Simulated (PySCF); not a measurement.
Mg(F)(iPr) (C3H7FMg), SMILES C[CH](C)[Mg][F]. Atoms are numbered in the order given.

```xyz
12

Mg    -1.0812     0.1049     0.0000
F     -2.8479    -0.1395     0.0000
C      1.0213     0.3987     0.0000
C      1.6767    -0.1648     1.2700
C      1.6767    -0.1648    -1.2700
H      1.1609     1.5048     0.0000
H      2.7784     0.0179     1.2766
H      1.5474    -1.2659     1.3575
H      1.2726     0.2861     2.2010
H      1.2726     0.2861    -2.2010
H      2.7784     0.0179    -1.2766
H      1.5474    -1.2659    -1.3575
```
Charge 0, spin multiplicity 1.

Geometry optimised at PBE-D3(BJ)/def2-SVP. The structure was generated by enumeration; whether it is a known compound was not checked. The values are those of a single conformer.

Computed with M06-2X/def2-TZVP run with PySCF.

Symmetry labels are those of the subgroup Cs that the program uses (full group Cs).

Computed valence orbital energies around the gap with their symmetry:
```json
[
 {"orbital": "HOMO−7", "symmetry": "A\"", "energy (eV)": "-12.59"},
 {"orbital": "HOMO−6", "symmetry": "A'", "energy (eV)": "-12.41"},
 {"orbital": "HOMO−5", "symmetry": "A\"", "energy (eV)": "-12.03"},
 {"orbital": "HOMO−4", "symmetry": "A'", "energy (eV)": "-11.70"},
 {"orbital": "HOMO−3", "symmetry": "A\"", "energy (eV)": "-11.70"},
 {"orbital": "HOMO−2", "symmetry": "A\"", "energy (eV)": "-10.82"},
 {"orbital": "HOMO−1", "symmetry": "A'", "energy (eV)": "-10.67"},
 {"orbital": "HOMO", "symmetry": "A'", "energy (eV)": "-7.76"},
 {"orbital": "LUMO", "symmetry": "A'", "energy (eV)": "-0.84"},
 {"orbital": "LUMO+1", "symmetry": "A'", "energy (eV)": "0.25"},
 {"orbital": "LUMO+2", "symmetry": "A\"", "energy (eV)": "0.30"},
 {"orbital": "LUMO+3", "symmetry": "A'", "energy (eV)": "1.95"}
]
```
